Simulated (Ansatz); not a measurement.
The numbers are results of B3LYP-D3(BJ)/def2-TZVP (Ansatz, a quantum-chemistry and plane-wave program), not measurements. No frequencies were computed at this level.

Ansatz 0.2 input:
```yaml
crystal:
  periodic: [false, false, false]
  atoms:
    - { symbol: Si, position_ang: [-0.655562, -0.049578, -0.353025] }
    - { symbol: S, position_ang: [1.27461, -0.483514, 0.490112] }
    - { symbol: H, position_ang: [-1.06701, 1.291632, 0.029544] }
    - { symbol: H, position_ang: [-1.52292, -1.123451, 0.087014] }
    - { symbol: H, position_ang: [1.97088, 0.36491, -0.253645] }
basis:
  gaussian: { orbitals: def2-tzvp }
hamiltonian:
  xc: b3lyp
  dispersion: d3bj
relax:
  max_steps: 150
magnetization:
  spin_polarized: true
  initial_magnetization: 1
```

Output:

```
Functional definition: B3LYP
664 factors; their error is unknown
mean field evaluation 1: about -18761.9957 eV, gradient 1.1e1 eV
mean field evaluation 2: about -18762.3177 eV, gradient 9.6e0 eV
mean field evaluation 4: about -18762.7616 eV, gradient 6.3e-1 eV
mean field evaluation 8: about -18762.8090 eV, gradient 8.3e-2 eV
mean field evaluation 16: about -18762.8091 eV, gradient 4.2e-5 eV
mean field -18762.80906575 eV, -689.5205152776 hartree, gradient 4.2e-5 eV, S^2 0.752523; 0 other end points of the search recorded, 0 dependent functions left out
reference -18762.80928047 eV, -689.5205231684 hartree; 17, 16 occupied and 75, 76 virtual orbitals, 664 factors
relax step   1: F+E_penalty+E_count = -18762.99098517 eV  Δ(F+E_penalty+E_count) = +0.000e0 eV  max|allowed force component| = 9.055e-1 eV/Å  Δτ_max = 0.0000 Å  (27 SCF iters, accepted)
these checks for a lower state are left out or cut short: starts, cluster_reference, orbital_swaps, neighbouring_geometries, increment
664 factors; their error is unknown
mean field -18762.85654720 eV, -689.5222601885 hartree, gradient 7.7e-6 eV, S^2 0.752599; 0 other end points of the search recorded, 0 dependent functions left out
reference -18762.85676080 eV, -689.5222680381 hartree; 17, 16 occupied and 75, 76 virtual orbitals, 664 factors
relax step   2: F+E_penalty+E_count = -18763.03852383 eV  Δ(F+E_penalty+E_count) = -4.754e-2 eV  max|allowed force component| = 4.965e-1 eV/Å  Δτ_max = 0.1351 Å  (31 SCF iters, accepted)
these checks for a lower state are left out or cut short: starts, cluster_reference, orbital_swaps, neighbouring_geometries, increment
664 factors; their error is unknown
mean field -18762.86755506 eV, -689.5226647202 hartree, gradient 1.8e-5 eV, S^2 0.752663; 0 other end points of the search recorded, 0 dependent functions left out
reference -18762.86776735 eV, -689.5226725217 hartree; 17, 16 occupied and 75, 76 virtual orbitals, 664 factors
relax step   3: F+E_penalty+E_count = -18763.04913001 eV  Δ(F+E_penalty+E_count) = -1.061e-2 eV  max|allowed force component| = 2.238e-1 eV/Å  Δτ_max = 0.0593 Å  (30 SCF iters, accepted)
these checks for a lower state are left out or cut short: starts, cluster_reference, orbital_swaps, neighbouring_geometries, increment
664 factors; their error is unknown
mean field evaluation 32: about -18762.8245 eV, gradient 4.8e-1 eV
mean field -18762.87059489 eV, -689.5227764317 hartree, gradient 1.1e-5 eV, S^2 0.752663; 0 other end points of the search recorded, 0 dependent functions left out
reference -18762.87080719 eV, -689.5227842336 hartree; 17, 16 occupied and 75, 76 virtual orbitals, 664 factors
relax step   4: F+E_penalty+E_count = -18763.05257269 eV  Δ(F+E_penalty+E_count) = -3.443e-3 eV  max|allowed force component| = 1.133e-1 eV/Å  Δτ_max = 0.0277 Å  (30 SCF iters, accepted)
these checks for a lower state are left out or cut short: starts, cluster_reference, orbital_swaps, neighbouring_geometries, increment
664 factors; their error is unknown
mean field -18762.87171218 eV, -689.5228174913 hartree, gradient 2.5e-5 eV, S^2 0.752649; 0 other end points of the search recorded, 0 dependent functions left out
reference -18762.87192358 eV, -689.5228252603 hartree; 17, 16 occupied and 75, 76 virtual orbitals, 664 factors
relax step   5: F+E_penalty+E_count = -18763.05376471 eV  Δ(F+E_penalty+E_count) = -1.192e-3 eV  max|allowed force component| = 5.564e-2 eV/Å  Δτ_max = 0.0511 Å  (28 SCF iters, accepted)
these checks for a lower state are left out or cut short: starts, cluster_reference, orbital_swaps, neighbouring_geometries, increment
664 factors; their error is unknown
mean field -18762.87177228 eV, -689.5228197001 hartree, gradient 1.8e-5 eV, S^2 0.752672; 0 other end points of the search recorded, 0 dependent functions left out
reference -18762.87198372 eV, -689.5228274702 hartree; 17, 16 occupied and 75, 76 virtual orbitals, 664 factors
relax step   6: F+E_penalty+E_count = -18763.05399929 eV  Δ(F+E_penalty+E_count) = -2.346e-4 eV  max|allowed force component| = 1.760e-2 eV/Å  Δτ_max = 0.0083 Å  (28 SCF iters, accepted)
these checks for a lower state are left out or cut short: starts, cluster_reference, orbital_swaps, neighbouring_geometries, increment
664 factors; their error is unknown
mean field -18762.87192793 eV, -689.5228254199 hartree, gradient 1.1e-5 eV, S^2 0.752668; 0 other end points of the search recorded, 0 dependent functions left out
reference -18762.87213940 eV, -689.5228331914 hartree; 17, 16 occupied and 75, 76 virtual orbitals, 664 factors
relax step   7: F+E_penalty+E_count = -18763.05407521 eV  Δ(F+E_penalty+E_count) = -7.592e-5 eV  max|allowed force component| = 1.498e-2 eV/Å  Δτ_max = 0.0062 Å  (25 SCF iters, accepted)
these checks for a lower state are left out or cut short: starts, cluster_reference, orbital_swaps, neighbouring_geometries, increment
664 factors; their error is unknown
mean field evaluation 64: about -18762.8720 eV, gradient 2.0e-5 eV
mean field -18762.87198203 eV, -689.5228274083 hartree, gradient 2.0e-5 eV, S^2 0.752666; 0 other end points of the search recorded, 0 dependent functions left out
reference -18762.87219356 eV, -689.5228351819 hartree; 17, 16 occupied and 75, 76 virtual orbitals, 664 factors
relax step   8: F+E_penalty+E_count = -18763.05409815 eV  Δ(F+E_penalty+E_count) = -2.294e-5 eV  max|allowed force component| = 3.758e-3 eV/Å  Δτ_max = 0.0030 Å  (24 SCF iters, accepted)
664 factors; their error is unknown
mean field -18762.87198203 eV, -689.5228274083 hartree, gradient 2.0e-5 eV, S^2 0.752666; 1 other end points of the search recorded, 0 dependent functions left out
reference -18762.87219356 eV, -689.5228351819 hartree; 17, 16 occupied and 75, 76 virtual orbitals, 664 factors
Total energy: -18763.05430968 eV, -689.5295278257 hartree
Atom 0 at    -0.635460    -0.093604    -0.416137 Å, force     0.002234     0.000825     0.000457 eV/Å
Atom 1 at     1.299636    -0.599730     0.365619 Å, force    -0.003730    -0.003379     0.001118 eV/Å
Atom 2 at    -1.025072     1.288741    -0.020886 Å, force     0.000524     0.000393    -0.000245 eV/Å
Atom 3 at    -1.557337    -1.083441     0.196691 Å, force    -0.000765    -0.001598     0.000442 eV/Å
Atom 4 at     1.918231     0.488034    -0.125287 Å, force     0.001735     0.003758    -0.001772 eV/Å
Dipole moment:    -0.006830     0.162600    -0.095454 e Å
```

Cost: around 28 core-seconds (rough).
